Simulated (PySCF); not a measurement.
Compounds:

A. `NCC#C[SiH2]N([SiH3])[SiH3]`
B. `CO[C@]12C=C[C@H](C=C1)O2`
C. SMILES C/C(=C\Cl)C(F)=C=O

Spectrum 1. ¹H NMR (500 MHz, computed): δ 5.96 (m, 1H), 1.83 (s, 3H). ¹³C{¹H} NMR (computed): δ 266.6 (C), 134.3 (C), 128.6 (C), 117.2 (CH), 12.5 (CH3).

Spectrum 2. ¹H NMR (500 MHz, computed): δ 7.39 (m, 2H), 7.31 (m, 2H), 5.09 (m, 1H), 3.73 (s, 3H). ¹³C{¹H} NMR (computed): δ 158.7 (CH), 156.1 (CH), 122.1 (C), 82.3 (CH), 55.4 (CH3).

Spectrum 3. ¹H NMR (500 MHz, computed): δ 5.07 (s, 2H), 4.86 (s, 6H), 3.66 (s, 2H), 0.98 (br s, 2H). ¹³C{¹H} NMR (computed): δ 121.7 (C), 87.1 (C), 36.9 (CH2).

No relativistic terms, gas phase, fast rotation and ring inversion assumed for equivalent nuclei, single conformer. NMR shieldings at PBE0/pcSseg-1/GIAO; GFN2-xTB structure; PySCF 2.14.0 with density-fitted response routines.

δ = σ(ref) − σ, references computed at the same level: ¹H (σ = 31.72 ppm) and ¹³C (σ = 186.93 ppm) against TMS. Splittings of carbon signals by F and P are missing where no couplings were computed. Where no couplings were computed, multiplicities follow the n + 1 count of equivalent neighbours, and m marks all less simple cases (inequivalent or close neighbours, rings, F or P nearby). Shifts are as computed. Against solution values, carbons near 30 ppm lie about +3 ppm off and those near 130 ppm about +5 ppm; carbons on Cl a further +6 ppm. Of 1211 compounds with measured shifts, 218 miss one by over three times the rms of a fit or turn the order of signals round; such compounds aren't used in these exercises. Carbons bonded to Cl come out too deshielded. OH and NH positions are gas-phase values without hydrogen bonding to other molecules.

Task: Which spectrum belongs to which compound?

Result: 1–C, 2–B, 3–A.

- Spectrum 1 (C): 5 ¹³C signals; δC 128.6 is a fully substituted alkene carbon; δC 117.2 is an alkene CH.
- Spectrum 2 (B): 5 ¹³C signals; δC 158.7 is an alkene CH; δC 156.1 is an alkene CH.
- Spectrum 3 (A): 3 ¹³C signals; δC 87.1 is an alkyne carbon; δC 36.9 is a propargylic sp3 CH2 bonded to N.
